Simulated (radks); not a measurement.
Values are calculated unless marked as measured or tabulated.
Q: Species: the praseodymium ion Pr2+. Configuration: [Xe] 4f3. Level of theory: scalar-relativistic Kohn-Sham, r2SCAN, spin-polarised, spherical densities, finite nucleus; open shells are filled with parallel spins first (spin-orbit coupling, left out, can overturn this in heavy ions); meta-GGA in the generalised Kohn-Sham scheme; Fermi nuclear charge, rms radius 4.8919 fm (a radial shooting solver on a logarithmic mesh with Libxc functionals). Some entries of the table are withheld. Estimate them.

| orbital | occ. | eigenvalue (eV) | <r> (bohr) | r(max) (bohr) |
|---|---|---|---|---|
| 1s up | 1 | -41892.82 | 0.02410 | 0.01541 |
| 1s down | 1 | -41892.82 | 0.02410 | 0.01541 |
| 2s down | 1 | -6769.431 | 0.1030 | 0.08721 |
| 2s up | 1 | -6769.410 | 0.1030 | 0.08721 |
| 2p down | 3 | -6055.131 | 0.09056 | 0.07028 |
| 2p up | 3 | -6055.118 | 0.09056 | 0.07028 |
| 3s up | 1 | -1477.759 | 0.2719 | 0.2487 |
| 3s down | 1 | -1476.849 | 0.2718 | 0.2487 |
| 3p up | 3 | -1250.236 | 0.2702 | 0.2436 |
| 3p down | 3 | -1249.322 | 0.2700 | 0.2436 |
| 3d up | 5 | -930.9669 | 0.2476 | 0.2008 |
| 3d down | 5 | -930.2445 | 0.2474 | 0.2007 |
| 4s up | 1 | -307.8868 | 0.6232 | 0.5793 |
| 4s down | 1 | -305.1929 | 0.6228 | 0.5790 |
| 4p up | 3 | -233.2034 | 0.6600 | 0.6047 |
| 4p down | 3 | -230.4362 | 0.6595 | 0.6042 |
| 4d up | 5 | -126.0361 | 0.7283 | 0.6361 |
| 4d down | 5 | -123.1643 | 0.7281 | 0.6355 |
| 5s up | 1 | -53.4680 | (1) | 1.354 |
| 5s down | 1 | -51.7587 | (2) | 1.364 |
| 5p up | 3 | -35.2468 | 1.738 | 1.528 |
| 5p down | 3 | -33.9463 | 1.765 | 1.544 |
| 4f up | 3 | -14.1902 | 1.123 | 0.6914 |
| 4f down | 0 | -11.5854 | 1.170 | 0.6929 |

A: 
(1) 5s up <r> (bohr): 1.505
(2) 5s down <r> (bohr): 1.526
